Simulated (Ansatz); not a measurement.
Total energies of `COC(=O)CC(C)(C)C`.

```xyz
23

C     0.773   -1.966    2.754
O     1.114   -1.231    1.584
C     0.277   -1.388    0.547
O    -0.685   -2.109    0.589
C     0.687   -0.547   -0.626
C    -0.201    0.699   -0.832
C    -1.610    0.293   -1.252
C    -0.261    1.521    0.452
C     0.435    1.535   -1.939
H    -0.206   -1.664    3.127
H     1.546   -1.739    3.485
H     0.750   -3.036    2.542
H     1.724   -0.232   -0.491
H     0.628   -1.176   -1.518
H    -1.592   -0.265   -2.192
H    -2.087   -0.339   -0.501
H    -2.229    1.182   -1.399
H     0.739    1.791    0.800
H    -0.761    0.973    1.256
H    -0.822    2.444    0.285
H     0.520    0.961   -2.866
H     1.436    1.872   -1.656
H    -0.173    2.420   -2.148
```

The species carries charge 0 and has multiplicity 1. Geometry: relaxed with PBE0-D4/def2-TZVP. It is one conformer, not always the lowest. Basis def2-TZVPP, Ansatz 0.2.0.

RPA on PBE orbitals: Hartree–Fock energy of these orbitals -423.04144 Eh, correlation -2.71752 Eh (frozen core).

| functional | energy without D4 (Eh) | D4 term (kJ/mol) |
| --- | --- | --- |
| LDA (SPW92) | -422.15079 | – |
| PBE | -425.26617 | -54.1 |
| revPBE | -425.66777 | -176.0 |
| BLYP | -425.62383 | -117.8 |
| r2SCAN | -425.56797 | -15.2 |
| B97M-V | -425.77906 | – |
| PBE0 | -425.31065 | -46.0 |
| B3LYP | -425.81970 | -84.8 |
| r2SCANh | -425.54829 | -15.8 |
| r2SCAN0 | -425.52084 | -17.2 |
| HSE06 (plane-wave form) | -425.28679 | -42.5 |
| BHLYP | -425.55579 | -58.8 |
| CAM-B3LYP | -425.60315 | -46.0 |
| LC-ωPBE | -425.55286 | – |
| ωB97X-V | -425.69033 | – |
| ωB97M-V | -425.62172 | – |
| B2PLYP | -425.45160 | – |
| PBE-QIDH | -425.25671 | – |

B3LYP takes the VWN-RPA correlation (the form of Gaussian; ORCA's B3LYP/G). HSE06 is the plane-wave form, built on full-range PBE exchange. The double hybrids freeze the cores in their second-order part.

LC-ωPBE has ω = 0.4 bohr⁻¹.
